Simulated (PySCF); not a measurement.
CdH4SSi, SMILES [SiH3][Cd][SH]. Atoms are numbered in the order given.

```xyz
7

Cd     0.0009     0.0297    -0.0373
S      0.7501     1.5025    -1.7352
H      2.0478     1.3877    -1.3722
Si    -0.7994    -1.5207     1.7507
H     -1.3238    -2.7968     1.1700
H     -1.8958    -0.8985     2.5579
H      0.3162    -1.8689     2.6868
```

The structure is a stationary point at PBE0-D3(BJ)/def2-SVP. The def2 effective core potentials stand for the cores of Cd; spin–orbit coupling is left out. One conformer was computed; it need not be the lowest.

The numbers are results of IEF-PCM-B3LYP/def2-SVP (PySCF), not measurements.

The values are the electrostatic part of the solvation free energy, E(continuum) − E(gas) at the gas-phase geometry, in a cavity of scaled van der Waals radii (PySCF's table); cavitation and dispersion terms are not included. A continuum can't describe solvent molecules that bind to the metal. In vacuum the orbital gap is 5.26 eV. The dipole moment in vacuum is 1.43 D.

```json
[
 {"solvent": "water", "ε": "78.36", "ΔG(elec) (kcal/mol)": "-9.7", "dipole (D)": "1.88", "gap (eV)": "5.99"},
 {"solvent": "2-propanol", "ε": "19.26", "ΔG(elec) (kcal/mol)": "-9.0", "dipole (D)": "1.86", "gap (eV)": "5.94"},
 {"solvent": "1-octanol", "ε": "9.86", "ΔG(elec) (kcal/mol)": "?", "dipole (D)": "?", "gap (eV)": "?"}
]
```

Fill in the missing entries. (An estimate is asked for; the answer gives what the named calculation found.)


- 1-octanol, ΔG(elec) (kcal/mol): -8.2
- 1-octanol, dipole (D): 1.83
- 1-octanol, gap (eV): 5.88
